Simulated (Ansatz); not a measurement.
Isomers of Cu$_{4}$Br$_{4}$⁺ (doublet), relaxed with PBE-D4/def2-SVP; total energies from Ansatz at PBE0-D4/def2-SVP.

```
isomer                                         description   energy (Eh)
     A           point group D2h; 8 × Br–Cu 2.30 to 2.31 Å  -16854.45434
     B  point group not assigned; 9 × Br–Cu 2.29 to 2.44 Å  -16854.47676
```

The isomers come from a short search, and lower ones may exist.

Question: Work out the relative energies (1 Eh = 2625.5 kJ/mol) and the Boltzmann populations at 1200 K from electronic energies alone (R = 8.314 J/mol/K).

Answer: ΔE: A 58.9, B 0.0 kJ/mol. RT = 9.98 kJ/mol. Factors exp(−ΔE/RT): A 0.00273, B 1; sum 1.003. Populations: A 0.3 %, B 99.7 %. Zero-point energy, vibrational entropy and symmetry numbers are left out and can shift these; an error of 4 kJ/mol changes a ratio by a factor of 1.5. Over the other density-functional and correlated levels in def2 sets, the gap between B and A ranges from 27 to 30 kJ/mol.
